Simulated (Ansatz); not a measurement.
These are PBE-D3(BJ)/def2-SVP in Ansatz (an electronic-structure program) values and carry that method's errors. No frequencies were computed at this level.

Ansatz 0.2 input:
```yaml
crystal:
  periodic: [false, false, false]
  atoms:
    - { symbol: F, position_ang: [-1.841125, 0.656421, -1.347247] }
    - { symbol: Ge, position_ang: [-1.203585, -0.128275, 0.096295] }
    - { symbol: Ge, position_ang: [1.206195, 0.000798, -0.06061] }
    - { symbol: F, position_ang: [1.839507, -0.691367, 1.432527] }
    - { symbol: H, position_ang: [-1.896342, 0.675773, 1.179606] }
    - { symbol: H, position_ang: [-1.859098, -1.491635, -0.017543] }
    - { symbol: H, position_ang: [1.905887, -0.86993, -1.08692] }
    - { symbol: H, position_ang: [1.856962, 1.370644, -0.030668] }
basis:
  gaussian: { orbitals: def2-svp }
hamiltonian:
  xc: pbe
  dispersion: d3bj
relax:
  max_steps: 150
```

Output:

```
Functional definition: PBE
1230 factors; their error is unknown
mean field evaluation 1: about -118491.6481 eV, gradient 5.4e1 eV
mean field evaluation 2: about -118468.6949 eV, gradient 1.3e2 eV
mean field evaluation 4: about -118495.8823 eV, gradient 5.0e0 eV
mean field evaluation 8: about -118495.9072 eV, gradient 8.2e-2 eV
mean field -118495.82229739 eV, -4354.6411500761 hartree, gradient 6.0e-5 eV, S^2 0.000000; 0 other end points of the search recorded, 0 dependent functions left out
reference -118495.82233356 eV, -4354.6411514053 hartree; 43, 43 occupied and 69, 69 virtual orbitals, 1230 factors
relax step   1: F+E_penalty+E_count = -118495.95838972 eV  Δ(F+E_penalty+E_count) = +0.000e0 eV  max|allowed force component| = 7.254e-1 eV/Å  Δτ_max = 0.0000 Å  (24 SCF iters, accepted)
these checks for a lower state are left out or cut short: starts, cluster_reference, orbital_swaps, neighbouring_geometries, increment
1230 factors; their error is unknown
mean field evaluation 16: about -118495.8574 eV, gradient 1.2e1 eV
mean field -118495.96826915 eV, -4354.6465144392 hartree, gradient 3.4e-5 eV, S^2 0.000000; 0 other end points of the search recorded, 0 dependent functions left out
reference -118495.96830507 eV, -4354.6465157591 hartree; 43, 43 occupied and 69, 69 virtual orbitals, 1230 factors
relax step   2: F+E_penalty+E_count = -118496.10613431 eV  Δ(F+E_penalty+E_count) = -1.477e-1 eV  max|allowed force component| = 3.480e-1 eV/Å  Δτ_max = 0.1885 Å  (31 SCF iters, accepted)
these checks for a lower state are left out or cut short: starts, cluster_reference, orbital_swaps, neighbouring_geometries, increment
1230 factors; their error is unknown
mean field -118495.99389356 eV, -4354.6474561189 hartree, gradient 9.3e-6 eV, S^2 0.000000; 0 other end points of the search recorded, 0 dependent functions left out
reference -118495.99392983 eV, -4354.6474574519 hartree; 43, 43 occupied and 69, 69 virtual orbitals, 1230 factors
relax step   3: F+E_penalty+E_count = -118496.12982686 eV  Δ(F+E_penalty+E_count) = -2.369e-2 eV  max|allowed force component| = 2.692e-1 eV/Å  Δτ_max = 0.1490 Å  (28 SCF iters, accepted)
these checks for a lower state are left out or cut short: starts, cluster_reference, orbital_swaps, neighbouring_geometries, increment
1230 factors; their error is unknown
mean field evaluation 32: about -118495.9797 eV, gradient 7.2e-5 eV
mean field -118495.97968590 eV, -4354.6469339971 hartree, gradient 8.7e-5 eV, S^2 0.000000; 0 other end points of the search recorded, 0 dependent functions left out
reference -118495.97972223 eV, -4354.6469353321 hartree; 43, 43 occupied and 69, 69 virtual orbitals, 1230 factors
relax step   4: F+E_penalty+E_count = -118496.11377227 eV  Δ(F+E_penalty+E_count) = +1.605e-2 eV  max|allowed force component| = 6.577e-1 eV/Å  Δτ_max = 0.0632 Å  (24 SCF iters, rejected (line search))
these checks for a lower state are left out or cut short: starts, cluster_reference, orbital_swaps, neighbouring_geometries, increment
1230 factors; their error is unknown
mean field -118496.00647672 eV, -4354.6479185414 hartree, gradient 3.7e-5 eV, S^2 0.000000; 0 other end points of the search recorded, 0 dependent functions left out
reference -118496.00651289 eV, -4354.6479198708 hartree; 43, 43 occupied and 69, 69 virtual orbitals, 1230 factors
relax step   5: F+E_penalty+E_count = -118496.14253791 eV  Δ(F+E_penalty+E_count) = -1.271e-2 eV  max|allowed force component| = 1.323e-1 eV/Å  Δτ_max = 0.0314 Å  (25 SCF iters, accepted)
these checks for a lower state are left out or cut short: starts, cluster_reference, orbital_swaps, neighbouring_geometries, increment
1230 factors; their error is unknown
mean field -118496.01004017 eV, -4354.6480494957 hartree, gradient 4.1e-5 eV, S^2 0.000000; 0 other end points of the search recorded, 0 dependent functions left out
reference -118496.01007630 eV, -4354.6480508236 hartree; 43, 43 occupied and 69, 69 virtual orbitals, 1230 factors
relax step   6: F+E_penalty+E_count = -118496.14648291 eV  Δ(F+E_penalty+E_count) = -3.945e-3 eV  max|allowed force component| = 9.729e-3 eV/Å  Δτ_max = 0.0335 Å  (25 SCF iters, accepted)
1230 factors; their error is unknown
mean field -118496.01004017 eV, -4354.6480494957 hartree, gradient 4.1e-5 eV, S^2 0.000000; 1 other end points of the search recorded, 0 dependent functions left out
reference -118496.01007630 eV, -4354.6480508236 hartree; 43, 43 occupied and 69, 69 virtual orbitals, 1230 factors
Total energy: -118496.14651904 eV, -4354.6530650020 hartree
Atom 0 at    -1.767972     0.683632    -1.423175 Å, force     0.007532    -0.001534     0.000878 eV/Å
Atom 1 at    -1.220568    -0.108982     0.062443 Å, force     0.009462     0.001065    -0.001905 eV/Å
Atom 2 at     1.222829    -0.015978    -0.024037 Å, force    -0.009729    -0.001148     0.001616 eV/Å
Atom 3 at     1.768364    -0.739088     1.497297 Å, force    -0.007254    -0.000378    -0.001801 eV/Å
Atom 4 at    -1.820213     0.703468     1.240553 Å, force    -0.004340     0.001093     0.005140 eV/Å
Atom 5 at    -1.782229    -1.554922     0.019758 Å, force    -0.004104    -0.004592     0.003990 eV/Å
Atom 6 at     1.830722    -0.878692    -1.161670 Å, force     0.004201     0.000629    -0.005989 eV/Å
Atom 7 at     1.777467     1.432990    -0.045728 Å, force     0.004231     0.004864    -0.001929 eV/Å
Dipole moment:     0.000440    -0.015040    -0.007750 e Å
```

Cost: very roughly 15 core-seconds.
